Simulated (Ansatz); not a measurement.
System: CNO, net charge 0, doublet state. It need not be the lowest isomer of its formula. 
Geometry from a B3LYP-D3(BJ)/def2-TZVP (Ansatz, a first-principles code) optimisation:
```xyz
3

N      0.0000     0.0000    -1.2622
C      0.0000     0.0000    -0.0406
O      0.0000     0.0000     1.1348
```
Charge 0, spin multiplicity 2.

Property: vertical electron affinity (to the singlet state of charge -1; a negative value means that the extra electron is unbound and the number depends on the basis; each state is the SCF solution reached for its spin), in eV. Valence correlation only, unless marked. Open shells are spin-unrestricted. Spin-orbit coupling is left out. No relativistic terms. Anions need diffuse functions: aug- sets have them; def2-D sets add few. 

| level | program | vertical electron affinity (eV) |
|---|---|---|
| SVWN5/def2-TZVPD | Ansatz | 3.65 |
| PBE/def2-TZVPD | Ansatz | 3.30 |
| r2SCAN/def2-TZVPD | Ansatz | 3.23 |
| B3LYP/def2-TZVPD | Ansatz | 3.37 |
| PBE0/def2-TZVPD | Ansatz | 3.29 |
| BHLYP/def2-TZVPD | Ansatz | 3.17 |
| CAM-B3LYP/def2-TZVPD | Ansatz | 3.41 |
| wB97M-V/def2-TZVPD | Ansatz | 3.33 |
| wB97X-V/def2-TZVPD | Ansatz | 3.33 |
| wB97X/def2-TZVPD | Ansatz | 3.35 |
| CCSD/aug-cc-pVDZ | Ansatz | 3.19 |
| CCSD/aug-cc-pVTZ | Ansatz | 3.31 |
| CCSD(T)/aug-cc-pVDZ | Ansatz | 3.28 |
| CCSD(T)/aug-cc-pVTZ | Ansatz | 3.43 |
